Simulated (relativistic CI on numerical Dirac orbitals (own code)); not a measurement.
# Sc2+ in a cubic cluster: 1s photoemission with charge transfer

Computed with a charge-transfer multiplet model of a cubic metal-ligand cluster with up to 2 ligand holes, Slater and spin-orbit integrals from Dirac-Coulomb-Breit ions, Slater integrals scaled by 0.8. The parameters are those of a tetrahedral site (10Dq negative, t2 hopping the larger). The ground state mixes d1 with configurations of k ligand holes L, whose averages lie at kΔ + k(k − 1)U_dd/2; a core hole lowers each added d electron by U_cd. 20 K, Lorentzian 1.1 eV and Gaussian 0.6 eV FWHM.

Atomic integrals in eV (Slater integrals scaled, ζ unscaled), ground: F2dd 4.710, F4dd 2.885, zeta_d 0.008; with the core hole: F2dd 4.710, F4dd 2.885, zeta_d 0.018, G2cd 0.028. Where a configuration has fewer than two d electrons, the dd integrals are those of d2.

Cluster parameters (eV): U_dd = 5.2, U_cd = 6.2, 10Dq = -0.5, 10Dq(ligand) = 0, V(eg) = 1.3, V(t2g) = -2.21, final-state hopping factor = 0.9.

| Case | n_d | d1 | d2L | d3L2 | S |
| --- | --- | --- | --- | --- | --- |
| Δ = 4.2 eV | 1.56 | 0.51 | 0.42 | 0.07 | 0.50 |
| Δ = 6.2 eV | 1.43 | 0.62 | 0.34 | 0.04 | 0.50 |
| Δ = 7.2 eV | 1.37 | 0.66 | 0.30 | 0.03 | 0.50 |
| Δ = 8.2 eV | 1.32 | 0.71 | 0.27 | 0.03 | 0.50 |
| Δ = 9.2 eV | 1.28 | 0.74 | 0.24 | 0.02 | 0.50 |

Weights, n_d and S are thermal averages at 20 K. Binding energies count from the first peak over 30 % of the highest in each spectrum, which can be another peak from case to case. The parameters are a model scan and need not match a compound or its usual spin state. Peaks in eV (height, largest 100):
- Δ = 4.2 eV: 0.0 (100), 9.9 (15)
- Δ = 6.2 eV: 0.0 (100), 9.3 (15)
- Δ = 7.2 eV: 0.0 (100), 9.1 (13)
- Δ = 8.2 eV: 0.0 (100), 9.1 (11)
- Δ = 9.2 eV: 0.0 (100), 9.1 (9)

Curve for Δ = 7.2 eV (points under 2 left out, the grid thinned):

```
E (eV)  Intensity
  -3.1        3.8
  -2.8        4.6
  -2.5        5.8
  -2.3        6.8
  -2.0        9.0
  -1.7       12.3
  -1.4       17.8
  -1.1       27.5
  -0.8       44.8
  -0.6       61.7
  -0.3       89.4
   0.0      100.0
   0.3       82.3
   0.6       54.1
   0.8       39.0
   1.1       24.3
   1.4       16.0
   1.7       11.3
   2.0        8.4
   2.3        6.5
   2.5        5.5
   2.8        4.5
   3.1        3.8
   3.4        3.3
   3.7        3.0
   3.9        2.8
   4.2        2.6
   4.5        2.4
   4.8        2.2
   5.1        2.1
   5.4        2.1
   5.6        2.0
   7.3        2.2
   7.6        2.7
   7.9        3.5
   8.2        5.1
   8.4        6.8
   8.7       10.3
   9.0       13.0
   9.3       12.4
   9.6        9.0
   9.9        5.7
  10.1        4.2
  10.4        2.8
  10.7        2.0
```

For the case Δ = 7.2 eV, Δ = 7.2 eV is larger than U_dd = 5.2 eV, the Mott-Hubbard side of the Zaanen-Sawatzky-Allen scheme. With the core hole the configuration with one ligand hole lies at Δ − U_cd = -2.0, 0.0, 1.0, 2.0, 3.0 eV from the one without, in the order of the table; where this is negative the screened configuration lies lower, though the effective hopping of about 5.2 eV (from the holes of the mixed ground state) mixes the two strongly wherever it is as large as the gap.
